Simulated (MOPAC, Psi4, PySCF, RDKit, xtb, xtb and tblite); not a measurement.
Two geometries of C2H6O2Si, SMILES C[SiH2]C(=O)O, relaxed at GFN2-xTB with one dihedral held; other torsions can differ between them too.

Structure A

```
11

C     -1.6226    -0.1906     0.2470
Si    -0.1963     0.6662    -0.6597
C      1.3861     0.0860     0.2683
O      1.8177     0.6432     1.2385
O      1.8224    -1.1805    -0.0342
H     -1.6580     0.1172     1.2893
H     -2.5798     0.0535    -0.2058
H     -1.5117    -1.2723     0.2284
H     -0.0887     0.1807    -2.0450
H     -0.2663     2.1219    -0.5882
H      2.0343    -1.2672    -0.9688
```

Structure B

```
11

C     -1.6200    -0.3090     0.1725
Si    -0.2008     0.7421    -0.5101
C      1.4583     0.2023     0.2883
O      2.3970     0.9322     0.4718
O      1.6106    -1.1542     0.2840
H     -1.8187    -0.0798     1.2163
H     -2.5356    -0.1306    -0.3834
H     -1.3912    -1.3695     0.1079
H      0.0328     0.4499    -1.9325
H     -0.3718     2.1774    -0.2938
H      2.3950    -1.4270    -0.2083
```

Task: Which is lower in energy at the level Psi4 with DF-MP2 (frozen core)/cc-pVTZ // GFN2-xTB, and by how much?

Result: B is lower, by 3.31 kJ/mol (dihedral Si2–C3–O5–H11: 60° in A, 120° in B).

E(B) − E(A) in kJ/mol at the other levels, on the same two geometries: GFN2-xTB (xtb and tblite) -12.83; MMFF94 // GFN2-xTB (RDKit) -11.98; PBE0/def2-TZVP // GFN2-xTB (Psi4) -3.55; PBE0-D3(BJ)/def2-TZVP // GFN2-xTB (Psi4) -3.23; PBE/def2-TZVP // GFN2-xTB (Psi4) -1.99; PBE-D3(BJ)/def2-TZVP // GFN2-xTB (Psi4) -1.64; r2SCAN/def2-TZVP // GFN2-xTB (Psi4) -2.32; HF/cc-pVTZ // GFN2-xTB (Psi4) -6.98; UFF // GFN2-xTB (RDKit) 7.85; PM3, restricted, heats of formation // GFN2-xTB (MOPAC) -7.44; AM1, restricted, heats of formation // GFN2-xTB (MOPAC) -26.35; GFN1-xTB // GFN2-xTB (xtb) -19.01; restricted B3LYP/6-31G*, spherical d // GFN2-xTB (PySCF) -5.62; restricted B3LYP/3-21G // GFN2-xTB (PySCF) -9.93; restricted Hartree-Fock/6-31G*, spherical d // GFN2-xTB (PySCF) -10.09; restricted B3LYP/LANL2DZ, with its core potentials past Ne // GFN2-xTB (PySCF) -9.28.
